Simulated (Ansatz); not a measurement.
Basis sets compared for the cluster Cu4Ag⁺. Charge 1, multiplicity 1. Geometry PBE-D4/def2-SVP. Ansatz on 4 threads of Intel Xeon Platinum 8375C on a shared host; times are rough, and most runs start from earlier orbitals.

```xyz
5

Ag   -1.104    1.276   -0.984
Cu   -1.651    1.289    1.426
Cu    0.057   -0.219    0.719
Cu    0.913   -0.552   -1.446
Cu    1.785   -1.794    0.284
```

In the def2 sets Ag takes a core potential; there is no spin–orbit coupling. Another isomer (singlet) lies 0.11 eV lower at PBE0-D4/def2-TZVP; other spin states weren't run for this one.

```csv
level,functions,energy (Eh),HOMO (eV),LUMO (eV),wall time
PBE-D4/def2-SVP,155,-6706.9858,-9.20,-8.12,2 s
PBE0-D4/def2-SVP,155,-6706.9700,-9.72,-7.22,4.1 s
```

**Question.** Estimate the rows for PBE-D4/def2-TZVP (with forces), PBE0-D4/def2-TZVP.

**Answer.** 
| level | functions | energy (Eh) | HOMO (eV) | LUMO (eV) | wall time |
| --- | --- | --- | --- | --- | --- |
| PBE-D4/def2-TZVP (with forces) | 220 | -6708.0183 | -9.64 | -8.46 | 3.5 s |
| PBE0-D4/def2-TZVP | 220 | -6707.9663 | -10.07 | -7.49 | 7.5 s |
